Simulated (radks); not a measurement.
The numbers below are computed, except where a source is named.
The neon ion Ne2+, 8 electrons, occupied as [He] 2s2 2p3 3d1 (not the ground configuration).

Level of theory: Dirac Kohn-Sham, PBE, spin-unpolarised, spherical densities, finite nucleus; open shells are shared between the two j in proportion to 2j + 1; Fermi nuclear charge, rms radius 3.0055 fm (a radial shooting solver on a logarithmic mesh with Libxc functionals).

Energy parts (hartree):
| part | energy |
|---|---|
| total | -124.64653 |
| kinetic | 124.73306 |
| electron-nucleus | -284.91772 |
| Hartree | 46.02727 |
| exchange-correlation | -10.48916 |

Orbitals (lengths in bohr, moments of r in powers of bohr; <r^-3> diverges for s and p1/2; r(max) is where P^2 peaks):
| orbital | occ. | eigenvalue (hartree) | <r^-3> | r(max) |
|---|---|---|---|---|
| 1s1/2 | 2 | -33.25055 | - | 0.1026 |
| 2s1/2 | 2 | -3.43819 | - | 0.6455 |
| 2p1/2 | 1 | -2.60470 | - | 0.5596 |
| 2p3/2 | 2 | -2.59904 | 16.35 | 0.5607 |
| 3d3/2 | 0.4 | -0.41231 | 0.1146 | 2.765 |
| 3d5/2 | 0.6 | -0.41227 | 0.1145 | 2.766 |

The highest occupied level is 3d5/2 at -11.219 eV. The electron density at the nucleus is 657.1 e/bohr^3. The density falls to 0.001 e/bohr^3 at r = 4.04 bohr.
